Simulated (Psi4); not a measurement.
Cl$_{2}$Ge, charge +1, doublet, at a GFN2-xTB geometry (a state made from the parent by changing its charge; the spin is typed, not shown lowest), atoms displaced at random by about 0.08 Å a coordinate; PBE0/STO-3G, gradient (Psi4 1.11).

Input for Psi4:
```
memory 2 GB

molecule {
1 2
  Ge   -0.06912312   -0.02414110    0.41780069
  Cl    1.19079087    1.29373230   -0.45612093
  Cl   -1.15144740   -1.48994946   -0.60201727
symmetry c1
no_reorient
no_com
}

set basis sto-3g
set reference uks

gradient('pbe0')
print_variables()
```

What the program printed (banner, timings and long lists left out):

```
gradient() will perform analytic gradient computation.

   => Loading Basis Set <=

    Name: STO-3G
    Role: ORBITAL
    Keyword: BASIS

         ---------------------------------------------------------
                                   SCF
               by Justin Turney, Rob Parrish, Andy Simmonett
                          and Daniel G. A. Smith
                              UKS Reference
         ---------------------------------------------------------

  ==> Geometry <==

    Molecular point group: c1
    Full point group: C1

    Geometry (in Angstrom), charge = 1, multiplicity = 2:

       Center              X                  Y                   Z               Mass
    ------------   -----------------  -----------------  -----------------  -----------------
         GE          -0.069123120000    -0.024141100000     0.417800690000    73.921177761000
         CL           1.190790870000     1.293732300000    -0.456120930000    34.968852682000
         CL          -1.151447400000    -1.489949460000    -0.602017270000    34.968852682000

  Running in c1 symmetry.

  Rotational constants: A =      0.51213  B =      0.07252  C =      0.06354 [cm^-1]
  Rotational constants: A =  15353.31901  B =   2173.99862  C =   1904.73901 [MHz]
  Nuclear repulsion =  322.248992826239828

  Charge       = 1
  Multiplicity = 2
  Electrons    = 65
  Nalpha       = 33
  Nbeta        = 32

  ==> Algorithm <==

  SCF Algorithm Type is DF.
  DIIS enabled.
  MOM disabled.
  Fractional occupation disabled.
  Guess Type is SAD.
  Energy threshold   = 1.00e-08
  Density threshold  = 1.00e-08
  Integral threshold = 1.00e-12

  ==> Primary Basis <==

  Basis Set: STO-3G
    Blend: STO-3G
    Number of shells: 18
    Number of basis functions: 36
    Number of Cartesian functions: 37
    Spherical Harmonics?: true
    Max angular momentum: 2

  ==> DFT Potential <==

   => LibXC <=

    Version 7.1.2
    S. Lehtola, C. Steigemann, M. J. T. Oliveira, and M. A. L. Marques,  SoftwareX 7, 1–5 (2018) (10.1016/j.softx.2017.11.002)

   => Composite Functional: PBE0 <=

    PBE0 Hyb-GGA Exchange-Correlation Functional

    C. Adamo and V. Barone,  J. Chem. Phys. 110, 6158 (1999) (10.1063/1.478522)
    M. Ernzerhof and G. E. Scuseria,  J. Chem. Phys. 110, 5029 (1999) (10.1063/1.478401)

    Deriv               =              1
    GGA                 =           TRUE
    Meta                =          FALSE

    Exchange Hybrid     =           TRUE
    MP2 Hybrid          =          FALSE

   => Exchange Functionals <=

    0.7500   Perdew, Burke & Ernzerhof

   => Exact (HF) Exchange <=

    0.2500               HF

   => Correlation Functionals <=

    1.0000   Perdew, Burke & Ernzerhof

   => LibXC Density Thresholds  <==

    XC_HYB_GGA_XC_PBEH:  1.00E-15

   => Molecular Quadrature <=

    Radial Scheme          =       TREUTLER
    Pruning Scheme         =           NONE
    Nuclear Scheme         =       TREUTLER

    Blocking Scheme        =         OCTREE
    BS radius alpha        =              1
    Pruning alpha          =              1
    Radial Points          =             75
    Spherical Points       =            302
    Total Points           =          59096
    Total Blocks           =            520
    Max Points             =            255
    Max Functions          =             33
    Weights Tolerance      =       1.00E-15

   => Loading Basis Set <=

    Name: (STO-3G AUX)
    Role: JKFIT
    Keyword: DF_BASIS_SCF

  ==> Integral Setup <==

  SCF_SUBTYPE=INCORE selected. In-core MEM_DF algorithm will be used.
  Using in-core AOs.

  ==> MemDFJK: Density-Fitted J/K Matrices <==

    J tasked:                   Yes
    K tasked:                   Yes
    wK tasked:                   No
    Algorithm:                 Core
    Schwarz Cutoff:           1E-12
    Mask sparsity (%):      11.5741
    Fitting Condition:        1E-10

   => Auxiliary Basis Set <=

  Basis Set: (STO-3G AUX)
    Blend: DEF2-UNIVERSAL-JKFIT
[...]
  @DF-UKS Final Energy: -2962.71549279455394
    Total Energy =                      -2962.7154927945539384
[...]
 Magnitude           :                                                    0.5591431

 ------------------------------------------------------------------------------------

         ------------------------------------------------------------
                                   SCF GRAD
                          Rob Parrish, Justin Turney,
                       Andy Simmonett, and Alex Sokolov
         ------------------------------------------------------------

  ==> Geometry <==

    Molecular point group: c1
    Full point group: C1

    Geometry (in Angstrom), charge = 1, multiplicity = 2:

       Center              X                  Y                   Z               Mass
    ------------   -----------------  -----------------  -----------------  -----------------
         GE          -0.069123120000    -0.024141100000     0.417800690000    73.921177761000
         CL           1.190790870000     1.293732300000    -0.456120930000    34.968852682000
         CL          -1.151447400000    -1.489949460000    -0.602017270000    34.968852682000

  Nuclear repulsion =  322.248992826239828

  ==> Basis Set <==

  Basis Set: STO-3G
    Blend: STO-3G
    Number of shells: 18
    Number of basis functions: 36
    Number of Cartesian functions: 37
    Spherical Harmonics?: true
    Max angular momentum: 2

  ==> DFJKGrad: Density-Fitted SCF Gradients <==

    Gradient:                    1
    J tasked:                  Yes
    K tasked:                  Yes
    wK tasked:                  No
    Integrals threads:           1
    Schwarz Cutoff:          1E-12
    Fitting Condition:       1E-10

   => Auxiliary Basis Set <=

  Basis Set: (STO-3G AUX)
    Blend: DEF2-UNIVERSAL-JKFIT
    Number of shells: 136
    Number of basis functions: 522
    Number of Cartesian functions: 681
    Spherical Harmonics?: true
    Max angular momentum: 5

  ==> DFT Potential <==

   => LibXC <=

    Version 7.1.2
    S. Lehtola, C. Steigemann, M. J. T. Oliveira, and M. A. L. Marques,  SoftwareX 7, 1–5 (2018) (10.1016/j.softx.2017.11.002)

   => Composite Functional: PBE0 <=

    PBE0 Hyb-GGA Exchange-Correlation Functional

    C. Adamo and V. Barone,  J. Chem. Phys. 110, 6158 (1999) (10.1063/1.478522)
    M. Ernzerhof and G. E. Scuseria,  J. Chem. Phys. 110, 5029 (1999) (10.1063/1.478401)

    Deriv               =              1
    GGA                 =           TRUE
    Meta                =          FALSE

    Exchange Hybrid     =           TRUE
    MP2 Hybrid          =          FALSE

   => Exchange Functionals <=

    0.7500   Perdew, Burke & Ernzerhof

   => Exact (HF) Exchange <=

    0.2500               HF

   => Correlation Functionals <=

    1.0000   Perdew, Burke & Ernzerhof

   => LibXC Density Thresholds  <==

    XC_HYB_GGA_XC_PBEH:  1.00E-15

   => Molecular Quadrature <=

    Radial Scheme          =       TREUTLER
    Pruning Scheme         =           NONE
    Nuclear Scheme         =       TREUTLER

    Blocking Scheme        =         OCTREE
    BS radius alpha        =              1
    Pruning alpha          =              1
    Radial Points          =             75
    Spherical Points       =            302
    Total Points           =          59096
    Total Blocks           =            520
    Max Points             =            255
    Max Functions          =             33
    Weights Tolerance      =       1.00E-15

  -Total Gradient:
     Atom            X                  Y                   Z
    ------   -----------------  -----------------  -----------------
       1        0.014906326038     0.015927622751    -0.008559076348
       2       -0.010787590547    -0.010787174614     0.010117975853
       3       -0.004094259616    -0.004991018624    -0.000918856215

  Variable Map:
  ----------------------------------------------------------------------------
[...]
  Array Variable Map:
  ----------------------------------------------------------------------------
[...]
[...]
```
